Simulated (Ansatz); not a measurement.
```yaml
crystal:
  periodic: [true, true, true]
  atoms:
    - {symbol: N, position_ang: [-0.433720, 1.502189, 0.232881]}
    - {symbol: Sn, position_ang: [0.191719, -0.388128, 0.379758]}
    - {symbol: O, position_ang: [1.485692, -0.564916, -1.065700]}
    - {symbol: Cl, position_ang: [-1.454762, -1.978603, -0.124134]}
    - {symbol: H, position_ang: [-1.180472, 1.754378, 0.866675]}
    - {symbol: H, position_ang: [-0.707142, 1.758012, -0.707333]}
    - {symbol: H, position_ang: [0.814936, -0.753815, 1.913798]}
    - {symbol: H, position_ang: [1.375951, -1.386318, -1.551845]}
basis:
  gaussian: {orbitals: STO-3G, point_charges: [{charge: 2.00, position_ang: [5.915, 0.237, 0.779]}]}
hamiltonian: {xc: {name: B2PLYP}}
output: {forces: true}
```

```sh
$ ansatz run in.yaml --threads 4 --pin off --events-out ev --progress --plain --max-ram 10444MiB
```

It prints (some lines left out):

```
Error: YAML parse error: error: line 2 column 3: crystal: missing field `lattice` (a structure is typed as `lattice` and `atoms`, a molecule's as `atoms` in Å alone, or read from a run's directory, `checkpoint`)
 --> <input>:2:3
1 | crystal:
2 |   periodic: [true, true, true]
3 |   atoms:
4 |     - {symbol: N, position_ang: [-0.433720, 1.502189, 0.232881]}
```

Question: Something in this input is off. What?

Answer: The molecule is marked periodic without a cell. The input was rejected before any iteration.
